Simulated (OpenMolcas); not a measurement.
**Levels of Rh IV by method**

```json
{
 "Program": "OpenMolcas",
 "Basis": "ANO-RCC-VQZP [8s7p5d3f2g1h]",
 "Scalar Hamiltonian": "DKH2, point nucleus",
 "Active space": "12 electrons in 8 orbitals (RAS1 4p, at most 2 holes; RAS2 4d)",
 "State averaging": "2S+1 = 5 even, 5 roots; 2S+1 = 3 even, 45 roots; 2S+1 = 1 even, 49 roots",
 "Spin-orbit coupling": "state interaction with AMFI integrals over the reference wave functions, term energies averaged over their components"
}
```

Methods on the same reference wave functions:
A. RASSCF
B. SS-RASPT2, IPEA 0.25 Eh, imaginary shift 0.1 Eh (closed shells correlated: 4s)
C. MS-RASPT2, IPEA 0.25 Eh, imaginary shift 0.1 Eh (closed shells correlated: 4s)

Energies in cm⁻¹ above 4d⁶ ⁵D₄.

```tsv
Level	A	B	C
4d⁶ ⁵D₄	0.0	0.0	0.0
4d⁶ ⁵D₃	1563	1577	1573
4d⁶ ⁵D₂	2448	2450	2460
4d⁶ ⁵D₁	3031	3040	3050
4d⁶ ⁵D₀	3307	3320	3330
4d⁶ ³P₂(1)	18833	18100	18040
4d⁶ ³H₆	21344	17620	17610
4d⁶ ³H₅	21650	17970	17970
4d⁶ ³F₃(1)	22479	20260	20240
4d⁶ ³F₂(1)	23078	21110	20960
4d⁶ ³P₁(1)	23363	22630	22460
4d⁶ ³P₀(1)	24000	23330	23250
4d⁶ ³G₅	25981	22300	22300
4d⁶ ³G₄	27118	23660	23630
4d⁶ ³G₃	27485	24090	24030
4d⁶ ³D₂	30619	27030	27070
4d⁶ ³D₁	30924	27350	27370
4d⁶ ³D₃	31241	27560	27540
4d⁶ ¹G₄(1)	32465	29880	29770
4d⁶ ¹I₆	32784	27380	27370
4d⁶ ¹S₀	34880	33910	33640
4d⁶ ¹D₂(1)	37863	34430	34360
4d⁶ ¹F₃	43158	37430	37420
4d⁶ ³P₀(2)	47400	42220	42540
```

Between B and C the level of the table that moves most is 4d⁶ ³P₀(2), by 320 cm-1 (lowest in B, highest in C). Moves below CASPT2's spread within the term are not significant.

From A to B the spin-free energies of the other terms of 4d⁶ shown, above ⁵D, scale by factors of 0.82 to 0.97.

The lowest spin-free term lies below A's lowest term by 0.463 hartree in B, 0.463 hartree in C.

CASPT2 breaks the degeneracy within a term, and the mean is taken; among the terms shown or strongly mixed into the levels shown the widest spread is 1800 cm-1 (4d⁶ ¹I, C). Active for correlation alone: 4p; no level in the range computed is led by a configuration that opens it, so any true level of that kind is missing. Without dynamic correlation excited terms often stand tens of per cent too high (terms of higher spin than the ground term too low), and those without a measured partner can miss by more than the paired ones (holds for A). The CASPT2 spread within a term exceeds the gap to the next term for 4d⁶ ¹I and 4d⁶ ³D, so the order of their levels is uncertain (holds for C). Only configurations of the active space appear. Levels that lie high or do not pair safely by name in every column are left out.

A number in round brackets counts repeated terms of one configuration in the order of the reference energies.
